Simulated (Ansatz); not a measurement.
## Ligand exchange: SiH2(CH3)Cl + Si(NH2)2(SiH3)2 → CH7ClSi2 + SiH(NH2)2(SiH3)

Species: SiH2(CH3)Cl ((chlorosilyl)methane), singlet; Si(NH2)2(SiH3)2, singlet; CH7ClSi2 `[SiH3]C[SiH2]Cl`, singlet; SiH(NH2)2(SiH3), singlet. The partners trade H for SiH3: C–H and Si–SiH3 bonds give way to C–SiH3 and Si–H.

Shapes, held fixed at every level: PBE0-D4/def2-TZVP. Flexible molecules stand in one conformer, not always the lowest. Programs: Ansatz 0.2.0. Electronic energies: no zero-point or thermal term.

| level | kind | ΔE (kJ/mol) | less CCSD(T)/CBS estimate |
| --- | --- | --- | --- |
| HF/def2-TZVPP | Hartree–Fock | -16.5 | -10.3 |
| PBE-D4/def2-TZVPP | GGA | +9.7 | +15.9 |
| PBE0-D4/def2-TZVPP | global hybrid | +4.3 | +10.5 |
| wB97X-V/def2-TZVPP | range-separated hybrid | -4.7 | +1.5 |
| CCSD(T)/def2-TZVPP | coupled cluster or CI | -6.9 | -0.7 |
| CCSD/def2-TZVPP | coupled cluster or CI | -8.7 | -2.5 |
| CCSD(T)/CBS estimate | coupled cluster or CI | -6.2 | 0.0 |

The highest level, CCSD(T)/CBS estimate, gives ΔE = -6.2 kJ/mol; the levels span -16.5 to +9.7. They disagree on the sign: 2 of 7 are positive. The column of differences is taken from that level and isn't an error. No measured value is set beside it here. The CBS estimate extrapolates MP2 from def2-TZVPP and def2-QZVPP and adds CCSD(T) − MP2 in the triple-zeta set, cores frozen.
